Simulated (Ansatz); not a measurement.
Cartesian coordinates (Å):
SMILES: C(#N)S
```xyz
4

N      1.7665    -0.2434    -0.0046
C      0.6616     0.0913     0.0030
S     -0.9237     0.6833     0.0169
H     -1.5044    -0.5312    -0.0152
```
Charge 0, spin multiplicity 1.

Method: frozen-core CCSD(T)/cc-pVTZ // B3LYP-D3(BJ)/def2-TZVP in Ansatz (a quantum-chemistry and plane-wave program).

```
Item                            Value
----------------------  -------------
HF energy               -490.45610 Ha
MP2 correlation energy    -0.51341 Ha
```

Task: Estimate the CCSD correlation energy, the (T) correction, the total energy and the T1 diagnostic.

Result: 
| Quantity | Result |
|---|---|
| CCSD correlation energy | -0.52884 Ha |
| (T) correction | -0.02794 Ha |
| CCSD(T) total energy | -491.01289 Ha |
| T1 diagnostic | 0.014 |
